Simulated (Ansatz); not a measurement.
Wavefunction ladder for C$_{2}$H$_{4}$AlBS (`BS[C]1=[CH][AlH]1`)

```xyz
9

B    -1.0326    1.7942   -0.8672
S     0.1634    1.5160    0.3961
C     0.4038   -0.2149    0.4095
C     1.2402   -0.9370    1.2146
Al    0.3104   -2.0385    0.0476
H    -1.4797    0.8801   -1.4876
H    -1.3498    2.9291   -1.0502
H     1.9078   -0.5717    1.9922
H    -0.1635   -3.3573   -0.6549
```

The species carries charge 0 and has multiplicity 1. The structure was optimised at the PBE0-D4/def2-TZVP level. It is one conformer, not always the lowest. Frozen core, restricted reference, Ansatz. CBS rows extrapolate triple and quadruple zeta; past MP2 they add the triple-zeta difference.

| basis | HF (Eh) | MP2 corr. | CCSD corr. | (T) | CCSD(T) total |
| --- | --- | --- | --- | --- | --- |
| def2-SVP | -741.85199 | -0.52780 | ? | -0.02398 | ? |
| def2-TZVPP | -742.18869 | ? | -0.69736 | ? | ? |
| def2-QZVPP | ? | -0.70266 | – | – | – |
| CBS(def2) | -742.21414 | -0.73748 | -0.77919 | as TZ | -743.03000 |

Fill in the withheld values. (An estimate is asked.)

The calculation gave: def2-SVP CCSD corr.: -0.57458; def2-SVP CCSD(T) total: -742.45055; def2-TZVPP MP2 corr.: -0.65564; def2-TZVPP (T): -0.03667; def2-TZVPP CCSD(T) total: -742.92272; def2-QZVPP HF (Eh): -742.21106.
